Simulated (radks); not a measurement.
Values are calculated unless marked as measured or tabulated.
All-electron atom: Te44+ in 1s1.5 2s2 2p4 3s0.5 (fractional occupations, a model configuration). Code: a radial shooting solver on a logarithmic mesh with Libxc functionals. Model: Dirac Kohn-Sham, BLYP, spin-unpolarised, spherical densities, point nucleus; open shells are shared between the two j in proportion to 2j + 1. Some entries of the table are withheld. Estimate them.

orbital,occ.,eigenvalue (Ry),<r^2> (bohr^2)
1s1/2,1.5,-2600.901,(1)
2s1/2,2,-586.7884,0.01552
2p1/2,1.33333,(2),(3)
2p3/2,2.66667,(4),(5)
3s1/2,0.5,-245.0789,0.08402
3p1/2,0,-239.9004,0.07530
3p3/2,0,-233.7724,0.07959
4s1/2,0,(6),(7)

Answer. 
(1) 1s1/2 <r^2> (bohr^2): 0.001036
(2) 2p1/2 eigenvalue (Ry): -572.0592
(3) 2p1/2 <r^2> (bohr^2): 0.01126
(4) 2p3/2 eigenvalue (Ry): -549.4904
(5) 2p3/2 <r^2> (bohr^2): 0.01238
(6) 4s1/2 eigenvalue (Ry): -134.7133
(7) 4s1/2 <r^2> (bohr^2): 0.2825
